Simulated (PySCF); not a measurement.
# Radial density of Ge⁺ (germanium, charge +1)

M06-2X, [Ar] 3d10 4s2 4p1, 2P determinant. Calculation: PySCF 2.14, in x2c-TZVPall; the spin-free X2C one-electron Hamiltonian (Gaussian nucleus).

```json
{"r (bohr)": "0.000739", "4πr²ρ (e/bohr)": "0.2482", "4πr²(ρα − ρβ)": "0.0000"}
{"r (bohr)": "0.00124", "4πr²ρ (e/bohr)": "0.6161", "4πr²(ρα − ρβ)": "0.0000"}
{"r (bohr)": "0.00209", "4πr²ρ (e/bohr)": "1.521", "4πr²(ρα − ρβ)": "0.0000"}
{"r (bohr)": "0.00352", "4πr²ρ (e/bohr)": "3.642", "4πr²(ρα − ρβ)": "0.0000"}
{"r (bohr)": "0.00591", "4πr²ρ (e/bohr)": "8.221", "4πr²(ρα − ρβ)": "0.0000"}
{"r (bohr)": "0.00995", "4πr²ρ (e/bohr)": "16.84", "4πr²(ρα − ρβ)": "0.0001"}
{"r (bohr)": "0.0167", "4πr²ρ (e/bohr)": "29.31", "4πr²(ρα − ρβ)": "0.0004"}
{"r (bohr)": "0.0281", "4πr²ρ (e/bohr)": "38.89", "4πr²(ρα − ρβ)": "0.0021"}
{"r (bohr)": "0.0473", "4πr²ρ (e/bohr)": "35.80", "4πr²(ρα − ρβ)": "0.0085"}
{"r (bohr)": "0.0796", "4πr²ρ (e/bohr)": "32.40", "4πr²(ρα − ρβ)": "0.0223"}
{"r (bohr)": "0.134", "4πr²ρ (e/bohr)": "45.01", "4πr²(ρα − ρβ)": "0.0228"}
{"r (bohr)": "0.225", "4πr²ρ (e/bohr)": "33.09", "4πr²(ρα − ρβ)": "-0.0072"}
{"r (bohr)": "0.379", "4πr²ρ (e/bohr)": "24.17", "4πr²(ρα − ρβ)": "0.0409"}
{"r (bohr)": "0.637", "4πr²ρ (e/bohr)": "25.93", "4πr²(ρα − ρβ)": "0.0186"}
{"r (bohr)": "1.07", "4πr²ρ (e/bohr)": "7.638", "4πr²(ρα − ρβ)": "0.0672"}
{"r (bohr)": "1.80", "4πr²ρ (e/bohr)": "2.162", "4πr²(ρα − ρβ)": "0.4524"}
{"r (bohr)": "3.03", "4πr²ρ (e/bohr)": "0.6568", "4πr²(ρα − ρβ)": "0.2778"}
{"r (bohr)": "5.10", "4πr²ρ (e/bohr)": "0.04724", "4πr²(ρα − ρβ)": "0.0320"}
{"r (bohr)": "8.58", "4πr²ρ (e/bohr)": "0.0001786", "4πr²(ρα − ρβ)": "0.0002"}
```

Densities and radii are taken from the X2C orbitals without a picture-change correction, which distorts them close to the nucleus.

Problem. Where is the radial spin density 4πr²(ρα − ρβ) most negative, and why is it negative at all?

Solution. Around r = 0.225 bohr, down to -0.0072 e/bohr: exchange with the open shell polarises the paired shells in an unrestricted calculation.
